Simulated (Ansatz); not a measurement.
A nudged elastic band was laid between two geometries of Cl3HSi + ClH (7 atoms, charge 0, multiplicity 1).

Computed with Ansatz, RKS r2SCAN/def2-SVP.

- movable images: 7
- climbing image: yes
- spring: 5.0 eV/Å²
- optimiser: quadratic models (default)
- start path: through a guess of the saddle point
- force threshold: 0.05 eV/Å
- iteration limit: 60
- end points: relaxed

Image 0:

```xyz
7
Properties=species:S:1:pos:R:3
Si -0.587 -0.519 -0.549
H 0.737 -0.435 -1.185
Cl -1.677 -2.032 -1.397
Cl -0.360 -0.947 1.461
Cl -1.607 1.242 -0.739
H 1.458 0.929 1.605
Cl 2.036 1.762 0.805
```

Image 8:

```xyz
7
Properties=species:S:1:pos:R:3
Si -0.967 0.410 -0.161
H 2.294 -1.384 0.419
Cl -0.561 -0.899 -1.671
Cl -0.976 -0.583 1.621
Cl -2.797 1.257 -0.473
H 2.552 -0.672 0.385
Cl 0.456 1.872 -0.121
```

What changes between the two ends?

Bonds broken: Si1–H2, H6–Cl7. Bonds formed: Si1–Cl7, H2–H6. Cl3HSi + ClH becomes Cl4Si + H2.

Give the energies along the band, and the barrier.

It converged. The highest image is number 4 of 0 to 8, 1.75 eV above the first end and 2.35 eV above the last; the last end lies 0.60 eV below the first. Neighbouring images differ by up to 1.3 eV, so the band resolves the path poorly. A vibrational analysis at the climbing image gives one clearly imaginary mode, 802i cm⁻¹: a first-order saddle point. The orbitals stay closed-shell, which can raise the energy where a bond breaks towards radicals; this wasn't checked here.

```csv
image,path coordinate (Å),energy (eV),Si1–H2 (Å),H6–Cl7 (Å),Si1–Cl7 (Å)
0,0.00,0.00,1.47,1.29,3.73
1,0.84,0.04,1.47,1.29,3.69
2,1.68,0.11,1.48,1.29,3.61
3,2.51,0.47,1.50,1.31,3.09
4,3.35,1.75,1.68,1.66,2.42
5,4.39,0.49,2.47,2.19,2.10
6,5.43,-0.41,3.26,2.58,2.04
7,6.47,-0.59,3.87,3.16,2.04
8,7.51,-0.60,3.77,3.34,2.04
```

What is the geometry of the highest image?


```xyz
7
Properties=species:S:1:pos:R:3
Si -0.382 -0.103 -0.029
H 1.160 -0.506 -0.550
Cl -0.874 -1.677 -1.324
Cl -0.859 -0.879 1.799
Cl -1.561 1.382 -0.806
H 1.413 0.241 -0.036
Cl 1.103 1.541 0.946
```

The band took 37 iterations and roughly 29 core-minutes.

Time of the run: 15 min on 2 threads of Intel(R) Xeon(R) Platinum 8488C (Sapphire Rapids), on a shared host, peak memory 0.19 GiB.
